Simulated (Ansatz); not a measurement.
Basis-set series for CH₃BBr₂O, SMILES `COB(Br)Br`. The species carries charge 0 and has multiplicity 1. Geometry: relaxed with PBE0-D4/def2-TZVP. It is one conformer, not always the lowest.

| functional | basis | functions | energy (Eh) | HOMO (eV) | LUMO (eV) |
| --- | --- | --- | --- | --- | --- |
| PBE0-D4 | def2-SVP | 121 | -5286.93780 | -8.00 | -0.35 |
| PBE0-D4 | def2-QZVPP | 439 | -5287.82991 | -8.16 | -0.59 |
| ωB97M-V | def2-SVP | 121 | -5287.34939 | -10.17 | 1.77 |
| ωB97M-V | def2-QZVPP | 439 | -5288.23920 | -10.36 | 1.42 |

Q: Give the rows for def2-TZVPP. (Estimate.)

A: Ansatz gave: 
| functional | basis | functions | energy (Eh) | HOMO (eV) | LUMO (eV) |
| --- | --- | --- | --- | --- | --- |
| PBE0-D4 | def2-TZVPP | 231 | -5287.71713 | -8.15 | -0.55 |
| ωB97M-V | def2-TZVPP | 231 | -5288.13072 | -10.34 | 1.50 |

Positive LUMOs are unbound and depend on the basis. Scalar relativity is left out up to krypton.
